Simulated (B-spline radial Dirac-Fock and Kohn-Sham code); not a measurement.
# Scattering functions of Pb⁶⁹⁺

System: Pb⁶⁹⁺, [Ne] 3s2 3p1.

Model: relativistic Hartree-Fock (Dirac-Fock) wave functions, averaged over the configuration. Program: a radial atomic solver. f₀ is the Fourier transform of the spherical electron density, S the Waller-Hartree incoherent function, and s = sin θ/λ.

```
s (Å⁻¹)      f₀      S
      0  13.000  0.000
   0.05  12.998  0.003
    0.1  12.991  0.013
   0.15  12.979  0.030
    0.2  12.963  0.054
   0.25  12.942  0.084
    0.3  12.917  0.120
   0.35  12.888  0.163
    0.4  12.853  0.211
   0.45  12.815  0.266
    0.5  12.773  0.326
    0.6  12.675  0.462
    0.7  12.562  0.618
    0.8  12.434  0.791
    0.9  12.292  0.978
      1  12.138  1.178
    1.1  11.972  1.387
    1.2  11.796  1.604
    1.4  11.419  2.048
    1.6  11.016  2.494
    1.8  10.597  2.929
      2  10.172  3.344
    2.5   9.130  4.270
      3   8.179  5.049
    3.5   7.354  5.728
      4   6.648  6.347
      5   5.498  7.468
      6   4.551  8.436
```

f₀ starts at the number of electrons, 13, and has fallen to half at s ≈ 4.13 Å⁻¹. The sum of ⟨r²⟩ over the electrons is 0.1257 bohr².

Values without a named source are computed, but for edge energies of neutral atoms, which are taken from tables.
